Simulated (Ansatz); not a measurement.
BH$_{6}$NOSi (`BN[SiH2]O`). Total charge 0; spin multiplicity 1.

```xyz
10

B    -1.6323   -0.0155   -0.6310
N    -0.5876   -0.5426    0.1379
Si    1.1000   -0.1384    0.0073
O     1.6608    0.6789    1.3169
H    -1.3774    0.8013   -1.4696
H    -2.7570   -0.3810   -0.4405
H    -0.8389   -1.2251    0.8409
H     1.9084   -1.3774   -0.0120
H     1.2263    0.6511   -1.2397
H     1.2977    1.5488    1.4900
```

Q: List the harmonic frequencies (cm⁻¹, unscaled) at PBE0-D4/def2-TZVP in Ansatz. (Best estimate.)

A: Ansatz gave: 70, 213, 269, 304, 391, 622, 728, 755, 821, 853, 909, 931, 958, 974, 1020, 1170, 1277, 1406, 2250, 2262, 2569, 2650, 3586, 3920.

Q: Is this a minimum?

A: Yes, all 24 modes are real.

Q: Give the ideal-gas thermochemistry at 298.15 K and 1 bar (rigid rotor, harmonic oscillator; point group C1, symmetry number 1).

A: Zero-point energy 184.9 kJ/mol; H(298) − E = 203.4 kJ/mol; entropy 318.3 J/(mol·K), of which translation 162.7, rotation 104.9, vibration 50.7; G(298) − E = 108.5 kJ/mol. Modes under 100 cm⁻¹ are hindered rotations or soft bends, so the harmonic entropy is rough.

Q: And at 400, 500, 600, 800 and 1000 K?

A: 
```tsv
T (K)	H − E (kJ/mol)	S (J/mol/K)	G − E (kJ/mol)
400	214.3	349.6	74.4
500	226.9	377.8	38.0
600	241.1	403.6	-1.1
800	272.8	449.1	-86.4
1000	307.9	488.1	-180.3
```

Q: Rotational constants (cm⁻¹)?

A: 0.5162, 0.1121, 0.1059.
